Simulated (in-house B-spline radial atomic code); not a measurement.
The numbers below are computed, except where a source is named.
## Softness against transferability: the 4s channel of Ga

Ga, [Ar] 3d10 4s2 4p1, non-relativistic PBE, spherical and spin-unpolarised, from an all-electron radial atomic-structure program (B-spline basis) (atomic units). The all-electron 4s level is ε = -0.320089 hartree, its outermost node lies just inside 0.83 bohr and its outer maximum at 1.93 bohr.

Troullier-Martins pseudo-orbitals are made for several radii. The cutoffs (hartree) are the plane-wave energies beyond which the orbital holds less than the named kinetic energy per electron. The phase error is the difference, pseudo minus all-electron, of arctan(R P'/P) at R = 3.01 bohr for all radii, half a hartree below and above the level.

```json
{"r_c (bohr)": "1.45", "V_l(0) (hartree)": "-1.31", "cutoff for 10 mEh": "8.82", "for 1 mEh": "24.2", "for 0.1 mEh": "50.8", "phase error at ε − 0.5 (mrad)": "-0.5", "at ε + 0.5 (mrad)": "-3.2"}
{"r_c (bohr)": "1.68", "V_l(0) (hartree)": "2.49", "cutoff for 10 mEh": "4.5", "for 1 mEh": "13.1", "for 0.1 mEh": "19.2", "phase error at ε − 0.5 (mrad)": "-0.4", "at ε + 0.5 (mrad)": "-2.0"}
{"r_c (bohr)": "1.93", "V_l(0) (hartree)": "2.17", "cutoff for 10 mEh": "4.38", "for 1 mEh": "12.7", "for 0.1 mEh": "18.2", "phase error at ε − 0.5 (mrad)": "-0.4", "at ε + 0.5 (mrad)": "-2.3"}
{"r_c (bohr)": "2.19", "V_l(0) (hartree)": "1.12", "cutoff for 10 mEh": "3.81", "for 1 mEh": "10.6", "for 0.1 mEh": "15.5", "phase error at ε − 0.5 (mrad)": "-0.8", "at ε + 0.5 (mrad)": "-4.6"}
{"r_c (bohr)": "2.44", "V_l(0) (hartree)": "0.43", "cutoff for 10 mEh": "3.18", "for 1 mEh": "7.84", "for 0.1 mEh": "12.5", "phase error at ε − 0.5 (mrad)": "-1.7", "at ε + 0.5 (mrad)": "-9.4"}
{"r_c (bohr)": "2.71", "V_l(0) (hartree)": "-0.02", "cutoff for 10 mEh": "2.51", "for 1 mEh": "4.5", "for 0.1 mEh": "10.2", "phase error at ε − 0.5 (mrad)": "-3.6", "at ε + 0.5 (mrad)": "-18.2"}
```

Task: Which radius needs the lowest cutoff for 0.1 mEh while both phase errors stay within 4.7 mrad?

Result: The radii within that limit are 1.45, 1.68, 1.93, 2.19 bohr; of these r_c = 2.19 needs the least, 15.5 hartree, that is 31 Ry or 422 eV.

Task: What does the larger radius buy, and what does it cost?

Result: From r_c = 1.45 to 2.71 bohr the cutoff for 1 mEh goes from 24.2 to 4.5 hartree, a factor of 5.38, against 3.49 for a pure 1/r_c² scaling, end to end; step by step it is 24.2, 13.1, 12.7, 10.6, 7.84, 4.5, and for 0.1 mEh 50.8, 19.2, 18.2, 15.5, 12.5, 10.2; the number of plane waves goes as the cutoff to the power 3/2, here a factor of 12.5. The larger of the two phase errors is least at r_c = 1.68 bohr, 2.0 mrad; it is 3.2 at the smallest radius and 18.2 at the largest. These errors test the reference atom alone. The smallest radius lies well inside the outer maximum, where the nodeless form must bend sharply to keep the norm, so it is both harder and scatters less well than the next. Large radii also let the cores of neighbours overlap, which an atom doesn't show.
